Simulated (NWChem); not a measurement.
System: BO cation

Input file for NWChem:

```
start job
memory heap 200 mb stack 900 mb global 1100 mb
charge 1
geometry units angstroms noautosym nocenter noautoz
  B      0.000000     0.000000    -0.725316
  O      0.000000     0.000000     0.461112
end
basis spherical
  B library aug-cc-pvdz
  O library aug-cc-pvdz
end
dft
  xc xpbe96 cpbe96
  iterations 150
end
property
  response 1 0.0
end
task dft property
```

Excerpt of the output:

```
             Northwest Computational Chemistry Package (NWChem) 7.3.0
             --------------------------------------------------------

                             Geometry "geometry" -> ""
                             -------------------------

 Output coordinates in angstroms (scale by  1.889725989 to convert to a.u.)

  No.       Tag          Charge          X              Y              Z
 ---- ---------------- ---------- -------------- -------------- --------------
    1 B                    5.0000     0.00000000     0.00000000    -0.72531600
    2 O                    8.0000     0.00000000     0.00000000     0.46111200

 Effective nuclear repulsion energy (a.u.)      17.8410236104

  pbe96 is a nonlocal functional; adding pw91lda local functional.
                              NWChem Property Module
                              ----------------------

                                 NWChem DFT Module
                                 -----------------

 Summary of "ao basis" -> "ao basis" (spherical)
 ------------------------------------------------------------------------------
       Tag                 Description            Shells   Functions and Types
 ---------------- ------------------------------  ------  ---------------------
 B                        aug-cc-pvdz                9       23   4s3p2d
 O                        aug-cc-pvdz                9       23   4s3p2d

            General Information
            -------------------
          SCF calculation type: DFT
          Wavefunction type:  closed shell.
          No. of atoms     :     2
          No. of electrons :    12
           Alpha electrons :     6
            Beta electrons :     6
          Charge           :     1
          Spin multiplicity:     1
          Use of symmetry is: off; symmetry adaption is: off
          Maximum number of iterations: 150
          AO basis - number of functions:    46
                     number of shells:    18
          Convergence on energy requested:  1.00D-06
          Convergence on density requested:  1.00D-05
          Convergence on gradient requested:  5.00D-04

              XC Information
              --------------
          PerdewBurkeErnzerhof Exchange Functional  1.000
            Perdew 1991 LDA Correlation Functional  1.000 local
           PerdewBurkeErnz. Correlation Functional  1.000 non-local

             Grid Information
             ----------------
          Grid used for XC integration:  medium
          Radial quadrature: Mura-Knowles
          Angular quadrature: Lebedev.
          Tag              B.-S. Rad. Rad. Pts. Rad. Cut. Ang. Pts.
          ---              ---------- --------- --------- ---------
          B                   0.85       49          11.0       434
          O                   0.60       49          10.0       434
          Grid pruning is: on
          Number of quadrature shells:    98
          Spatial weights used:  Erf1

      Superposition of Atomic Density Guess
      -------------------------------------

 Sum of atomic energies:         -99.29994745

 Renormalizing density from      13.00 to     12

      Non-variational initial energy
      ------------------------------

 Total energy =     -94.294821
 1-e energy   =    -157.056164
 2-e energy   =      44.920319
 HOMO         =      -1.157208
 LUMO         =      -0.670402

   convergence    iter        energy       DeltaE   RMS-Dens  Diis-err
 ---------------- ----- ----------------- --------- --------- ---------
 d= 0,ls=0.0,diis     1    -98.8155448109 -1.17D+02  8.03D-02  5.42D+00
 d= 0,ls=0.0,diis     2    -91.8251959575  6.99D+00  7.40D-02  3.27D+01
 d= 0,ls=0.0,diis     3    -99.3103489402 -7.49D+00  1.50D-02  7.90D-01
 d= 0,ls=0.0,diis     4    -99.4392769620 -1.29D-01  2.08D-03  1.56D-02
 d= 0,ls=0.0,diis     5    -99.4404023591 -1.13D-03  6.47D-04  5.49D-03
  Resetting Diis
 d= 0,ls=0.0,diis     6    -99.4409555708 -5.53D-04  9.82D-05  4.43D-04
 d= 0,ls=0.0,diis     7    -99.4409805781 -2.50D-05  9.85D-04  1.96D-04
 d= 0,ls=0.0,diis     8    -99.4403712526  6.09D-04  8.16D-04  5.85D-03
 d= 0,ls=0.0,diis     9    -99.4410022468 -6.31D-04  7.51D-06  4.85D-07
 d= 0,ls=0.0,diis    10    -99.4410023036 -5.68D-08  9.81D-07  9.21D-09

         Total DFT energy =      -99.441002303605
      One electron energy =     -166.601138705930
           Coulomb energy =       61.439410174122
    Exchange-Corr. energy =      -12.120297382153
 Nuclear repulsion energy =       17.841023610356

 Numeric. integr. density =       11.999999848609

                       DFT Final Molecular Orbital Analysis
                       ------------------------------------

 Vector    4  Occ=2.000000D+00  E=-7.390373D-01
              MO Center=  3.6D-13, -5.0D-13,  4.0D-01, r^2= 8.5D-01
   Bfn.  Coefficient  Atom+Function         Bfn.  Coefficient  Atom+Function
  ----- ------------  ---------------      ----- ------------  ---------------
    30      0.532416  2 O  pz                26      0.455227  2 O  s
     2     -0.377969  1 B  s                  3     -0.372376  1 B  s
    27      0.237971  2 O  s                 25      0.209936  2 O  s
    33      0.170490  2 O  pz                 7     -0.166853  1 B  pz
    10     -0.047556  1 B  pz                36     -0.043798  2 O  pz

[...]

 DFT Linear Response polarizability / au
 Frequency  =       0.0000000 / au
              X              Y              Z
 -----------------------------------------------
 X      13.6468240     -0.0000000     -0.0000000
 Y      -0.0000000     13.6468240      0.0000000
 Z      -0.0000000      0.0000000     17.7631697
 -----------------------------------------------
 Eigenvalues =      13.6468240     13.6468240     17.7631697
 Isotropic   =      15.0189393
 Anisotropic =       4.1163457
 -----------------------------------------------

 Magnetic Dipole Response Matrix (nonzero elements):

 Exiting AOResponse driver routine
```

Level: PBE/aug-cc-pVDZ. Geometry: optimised at PBE0/def2-SVP.
